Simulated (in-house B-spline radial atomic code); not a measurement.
Kr2+ is squeezed into an impenetrable sphere of radius R (the orbitals vanish at R). Level of theory: non-relativistic PBE, spin-polarised, spherical fractional occupations, point nucleus; calculated with an all-electron radial atomic-structure program (B-spline basis).

Energies in eV above the free ion in [Ar] 3d10 4s2 4p4:

| R (bohr) | highest level (eV) | [Ar] 3d10 4s2 4p4 | [Ne] 3s2 3p5 3d10 4s2 4p4 4d1 | [Ar] 3d10 4s1 4p4 4f1 | -dE/dV in [Ar] 3d10 4s2 4p4 (GPa) |
| --- | --- | --- | --- | --- | --- |
| 8.19 | -29.8 | 2.568e-05 | 212.5 | 42.26 | 0.000109 |
| 6.55 | -29.8 | 0.002521 | 212.5 | 43.5 | 0.0133 |
| 5.27 | -29.7 | 0.06782 | 212.8 | 46 | 0.527 |
| 4.6 | -29.4 | 0.3561 | 213.5 | 48.68 | 3.53 |
| 3.52 | -27 | 4.684 | 219.6 | 60.51 | 76.2 |
| 3.02 | -22.8 | 15.02 | 232.1 | 77.31 | 329 |
| 2.4 | -8.16 | 64.03 | 289.4 | 139 | 2270 |
| 2.08 | 10.2 | 138.6 | 375.3 | 222 | 6790 |
| 1.71 | 57.1 | 358.4 | 625.6 | 448.8 | 28400 |
| 1.45 | 131 | 748.2 | 1063 | 831.1 | 91300 |

Problem. Does [Ne] 3s2 3p5 3d10 4s2 4p4 4d1 fall below [Ar] 3d10 4s2 4p4 under compression?

Solution. No, it stays above over the whole range.

Problem. Does [Ar] 3d10 4s1 4p4 4f1 fall below [Ar] 3d10 4s2 4p4 under compression?

Solution. No, it stays above over the whole range.

The highest level is first positive in the row R = 2.08 bohr, pushed up by confinement above the zero of the free ion's potential. Each configuration is held fixed and needn't be the lowest in the sphere.
